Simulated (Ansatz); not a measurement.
```yaml
crystal:
  periodic: [false, false, false]
  atoms:
    - {symbol: In, position_ang: [-3.747193, 1.141803, 0.081195]}
    - {symbol: In, position_ang: [-1.017222, -1.064118, 2.264815]}
    - {symbol: In, position_ang: [0.968412, -3.141587, 0.218975]}
    - {symbol: In, position_ang: [-1.284414, 1.163769, -2.950511]}
    - {symbol: In, position_ang: [1.063643, -0.935263, -2.746370]}
    - {symbol: In, position_ang: [-1.978011, -1.008489, -1.066711]}
    - {symbol: In, position_ang: [-1.301175, 1.683224, 1.927502]}
    - {symbol: In, position_ang: [2.234398, -2.315969, 2.630429]}
    - {symbol: In, position_ang: [1.711463, 1.762960, -0.876515]}
    - {symbol: In, position_ang: [-1.241934, 3.694570, -0.392392]}
    - {symbol: In, position_ang: [3.218916, -0.904927, -0.041258]}
    - {symbol: In, position_ang: [1.431605, 1.065744, 2.297785]}
    - {symbol: N, position_ang: [-2.275139, -0.390753, 0.886934]}
    - {symbol: N, position_ang: [-3.203372, 0.220868, -2.430523]}
    - {symbol: N, position_ang: [-2.806838, 3.046300, 0.816622]}
    - {symbol: N, position_ang: [-0.289617, -2.751165, -1.575522]}
    - {symbol: N, position_ang: [0.302812, -2.925180, 2.218345]}
    - {symbol: N, position_ang: [3.118422, -2.892878, 0.482781]}
    - {symbol: N, position_ang: [-0.072924, 0.137749, -4.294812]}
    - {symbol: N, position_ang: [-0.093244, 2.870860, -2.186046]}
    - {symbol: N, position_ang: [2.246430, 0.146663, -1.375361]}
    - {symbol: N, position_ang: [-0.553397, 0.564988, 3.279676]}
    - {symbol: N, position_ang: [3.396172, -0.260907, 2.355688]}
    - {symbol: N, position_ang: [0.519821, 2.279472, 0.912957]}
basis:
  gaussian: {orbitals: def2-SVP, fitting: {mean_field: def2-universal-jkfit}, nuclear_model: gaussian}
hamiltonian: {xc: {name: LC-wPBE}}
scf: {lower_state_search: full}
```

```sh
$ ansatz run in.yaml --threads 2 --pin off --events-out ev --progress --plain --max-ram 22528MiB --backend cuda --devices 0, --max-vram 18GiB
```

Shortened log:

```
Functional definition: LC-wPBE
3540 factors; integrals over basis functions are off by at most 6.8e-2 eV
3540 factors; integrals over basis functions are off by at most 4.4e-7 eV
mean field evaluation 1: about -79869.9829 eV, gradient 1.6e2 eV
mean field evaluation 2: about -79869.9670 eV, gradient 1.6e2 eV
mean field evaluation 4: about -79875.5366 eV, gradient 1.3e2 eV
mean field evaluation 8: about -79929.3303 eV, gradient 7.6e0 eV
mean field evaluation 16: about -79929.5628 eV, gradient 1.4e-1 eV
mean field evaluation 32: about -79929.5634 eV, gradient 4.3e-4 eV
mean field evaluation 64: about -79859.5378 eV, gradient 1.6e2 eV
mean field -79929.56335651 eV, -2937.3572751478 hartree, gradient 3.3e-5 eV, S^2 0.000000; 0 other end points of the search recorded, 0 dependent functions left out
reference -79929.56335652 eV, -2937.3572751482 hartree; 168, 168 occupied and 312, 312 virtual orbitals, 3540 factors
Total energy: -79929.56335652 eV, -2937.3572751482 hartree
```

It took 19 s on 2 threads of AMD EPYC 7R13 on a shared host and a share (18 GiB) of an NVIDIA H100 80GB HBM3, peak host memory 1.2 GiB.

In the def2 sets In takes a core potential; there is no spin–orbit coupling. LC-ωPBE has ω = 0.4 bohr⁻¹. The restricted singlet is unstable towards broken spin symmetry in Hartree–Fock (as tested in another run); at RKS LC-ωPBE/def2-SVP this wasn't settled.
